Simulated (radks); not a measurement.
Task: The table gives one normalised radial function P(r) = r R(r) of S in [Ne] 3s2 3p3 4s1 (r in bohr). All-electron calculation, scalar-relativistic Kohn-Sham, PBEsol, spin-unpolarised, spherical densities, point nucleus. Program: a radial shooting solver on a logarithmic mesh with Libxc functionals.

r,P
0.006253,0.1972
0.008274,0.2519
0.01095,0.3182
0.01437,0.3936
0.01901,0.4802
0.02496,0.5673
0.03302,0.6481
0.04334,0.6991
0.05734,0.6943
0.07587,0.5952
0.09959,0.3751
0.1318,0.0050
0.173,-0.4679
0.2289,-0.9822
0.3004,-1.3689
0.3975,-1.5053
0.5259,-1.3208
0.6903,-0.9232
0.9133,-0.4846
1.199,-0.1883
1.586,-0.0470
2.082,-0.0073
2.755,-0.0005
3.645,0.0000
4.784,0.0000
6.33,0.0000
8.309,0.0000
10.99,0.0000
14.43,0.0000
19.09,0.0000

Which n and l does it have? It may be an empty orbital.

Result: n = 2, l = 0: the number of nodes gives n - l - 1 = 1, the rise at small r (about r^(l+1)) gives l, and the extent must fit the shell. The curve is that of 2s. 2s: eigenvalue -217.73 eV, 1 radial node at r = 0.132 bohr, <r> = 0.480 bohr, 90 % of the charge inside 0.752 bohr.
